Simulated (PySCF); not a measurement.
How the method moves the HOMO and LUMO of `FC1O[C@@H](F)[C@H](F)O1`

C3H3F3O2.
Structure used (PBE0-D3(BJ)/def2-SVP), in Å, numbered top down from 1:
```xyz
11
C3H3F3O2 angstrom
F      2.202    0.567   -0.452
C      1.307   -0.385   -0.135
O      0.340   -0.431   -1.127
C     -0.898   -0.134   -0.603
F     -1.626   -1.270   -0.435
C     -0.571    0.469    0.762
F     -0.501    1.820    0.663
O      0.662   -0.081    1.050
H      1.842   -1.341   -0.035
H     -1.446    0.546   -1.271
H     -1.286    0.198    1.552
```

Basis pcSseg-1 throughout (PySCF), one geometry. Isolated species at its PBE0-D3(BJ)/def2-SVP geometry (one conformer only).

Task: How do the orbital energies, the gap and the dipole change with the method?

Result: 
```csv
method,kind,HOMO (eV),LUMO (eV),gap (eV),μ (D),SCF cycles
BLYP,GGA,-8.06,0.82,8.88,1.29,14
OPBE,GGA,-8.12,0.93,9.05,1.26,15
PBE,GGA,-8.16,0.79,8.95,1.28,14
KT3,GGA,-8.34,0.70,9.04,1.27,14
LDA,LDA,-8.39,0.48,8.87,1.34,14
B97-2,global hybrid,-9.70,1.72,11.41,1.42,13
mPW1PW91,global hybrid,-10.04,1.67,11.71,1.44,12
wB97X-D,range-separated hybrid,-11.97,3.60,15.57,1.47,13
```

The HOMO spans 3.91 eV, from BLYP down to wB97X-D, and the gap runs from 8.87 eV (LDA) to 15.57 eV (wB97X-D). Over the methods BLYP (0 %), OPBE (0 %), PBE (0 %), KT3 (0 %), LDA (0 %), B97-2 (21 %), mPW1PW91 (25 %), a straight line through the gap against the share of exact exchange rises by 1.13 eV for each 10 % (correlation coefficient 0.998). The dipole ranges from 1.26 D (OPBE) to 1.47 D (wB97X-D). This basis has no diffuse functions.
